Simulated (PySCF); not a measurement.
# Nuclear quadrupole coupling in `C#CC[P@](=S)(C=C)CC`

Compound: C7H11PS.
Structure used (GFN2-xTB), in Å, numbered top down from 1:
```xyz
20
C7H11PS angstrom
C      3.216    0.171   -0.435
C      2.200    0.486   -0.986
C      0.957    0.847   -1.615
P     -0.523    0.376   -0.589
S     -2.217    0.885   -1.378
C     -0.149    1.109    1.032
C     -1.035    1.884    1.635
C     -0.281   -1.438   -0.317
C     -1.392   -1.972    0.573
H      4.120   -0.093    0.027
H      0.899    1.929   -1.777
H      0.846    0.345   -2.583
H      0.822    0.878    1.450
H     -1.988    2.082    1.166
H     -0.854    2.341    2.594
H      0.705   -1.603    0.122
H     -0.312   -1.914   -1.302
H     -1.319   -3.053    0.676
H     -2.361   -1.728    0.139
H     -1.340   -1.521    1.563
```

Field gradients from the PBE0/pcSseg-1 density (PySCF, non-relativistic), principal values in atomic units, ordered |Vxx| ≤ |Vyy| ≤ |Vzz|:

```csv
atom,Vxx,Vyy,Vzz
S5,-1.0846,-1.1796,2.2642
```

Find the asymmetry η = (Vxx − Vyy)/Vzz and the couplings χ = eQV/h (234.96 MHz × Q in barn × V in au), with Q(33S) = −0.0678 b.

```tsv
atom	environment	nucleus	η	χzz (MHz)	χxx (MHz)	χyy (MHz)
S5	sulfur bonded to P	33S	0.04	-36.07	17.28	18.79
```

The gradient is axial or nearly so (η below 0.05) at S5. The tensor is traceless: Vxx + Vyy + Vzz = 0.

What is Vzz at S5 in SI units (1 au = 9.71736 × 10²¹ V/m²)?

2.2642 au = 22.002 × 10²¹ V/m².

And the gradient at the other heavy atoms, for which no coupling is worked out here?

```json
{"atom": "C1", "environment": "terminal alkyne carbon", "Vzz (au)": "-0.273", "η": "0.05"}
{"atom": "C2", "environment": "alkyne carbon", "Vzz (au)": "-0.280", "η": "0.01"}
{"atom": "C3", "environment": "sp3 carbon bound to phosphorus", "Vzz (au)": "0.116", "η": "0.84"}
{"atom": "P4", "environment": "phosphorus bonded to 3 C and S", "Vzz (au)": "0.258", "η": "0.83"}
{"atom": "C6", "environment": "alkene CH carbon", "Vzz (au)": "0.249", "η": "0.95"}
{"atom": "C7", "environment": "terminal =CH2 carbon", "Vzz (au)": "0.446", "η": "0.21"}
{"atom": "C8", "environment": "sp3 carbon bound to phosphorus", "Vzz (au)": "0.107", "η": "0.39"}
{"atom": "C9", "environment": "methyl carbon", "Vzz (au)": "0.118", "η": "0.35"}
```

Were the hydrogens deuterons (Q(2H) = 0.00286 b), χzz would run from 198 kHz (H11 and H12) to 266 kHz (H10).

The structure is a single GFN2-xTB conformer in the gas phase; no vibrational or solvent corrections. GFN2-xTB bond lengths can be off by several hundredths of an ångström, more for odd bonds, and the gradients follow them. With a basis this small, the couplings can be 20 % off.
